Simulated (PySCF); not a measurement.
## Fe(23+) (iron, charge +23) across methods

[He] 2s1, 2S determinant. Computed with PySCF 2.14 in an uncontracted even-tempered set (19 s from 5.5 bohr⁻², ratio 2.2; 8 p from 8.6 bohr⁻², ratio 2.4; 6 d from 26 bohr⁻², ratio 2.4; 5 f from 39 bohr⁻², ratio 2.4; 4 g from 58 bohr⁻², ratio 2.4), with the spin-free X2C one-electron Hamiltonian (Gaussian nucleus).

```tsv
method	E (hartree)	mean ε 1s α (eV)	mean ε 1s β (eV)	mean ε 2s α (eV)	Σ⟨r²⟩ (bohr²)	⟨S²⟩
B3LYP	-740.854	-8568.5	-8560.1	-2016.8	0.07582	0.750
LDA	-738.786	-8514.2	-8506.5	-2005.1	0.07599	0.750
PBE0	-740.822	-8577.0	-8567.7	-2018.5	0.07585	0.750
PBE	-740.769	-8533.5	-8526.2	-2009.1	0.07585	0.750
r2SCAN	-740.952	-8552.4	-8545.8	-2011.3	0.07589	0.750
r2SCANh	-740.955	-8567.9	-8560.4	-2014.8	0.07589	0.750
UHF	-740.92523	-8706.6	-8691.4	-2046.4	0.07588	0.750
```
